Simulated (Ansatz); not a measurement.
Consider the substitution at a C–F bond: `FBCF` + CH₃OH → `COCBF` + H–F.

Program: Ansatz. Geometries: PBE0-D4/def2-TZVP. ΔE: electronic, gas phase. CCSD(T)/CBS is the MP2 limit (def2-TZVPP, def2-QZVPP) plus CCSD(T) − MP2 in def2-TZVPP, frozen cores. This one scheme is used for every species. DFT in def2-TZVPP. One conformer a species, not always the lowest.

```json
{"level": "PBE-D4", "ΔE (eV)": "-0.11"}
{"level": "MP2/CBS(def2)", "ΔE (eV)": "-0.23"}
```

(1) What does CCSD(T)/CBS give? (An estimate is asked.)

Largest T1 diagnostic among the species: 0.012.

Results:

(1) The calculation gave: -0.18 eV. The listed levels differ from it by 0.07, -0.05 eV.

The D4 term adds −0.07 eV with B3LYP and −0.04 eV with PBE0; it sums over pairs of atoms, weighted by their polarisabilities, and B3LYP, whose exchange is more repulsive, gets the larger term. In def2-TZVPP, CCSD(T) changes the Hartree–Fock value by −0.20 eV (the triples alone add −0.03 eV) and MP2 by −0.25 eV.

B3LYP here is the variant with VWN-RPA as its local correlation; programs differ in this.
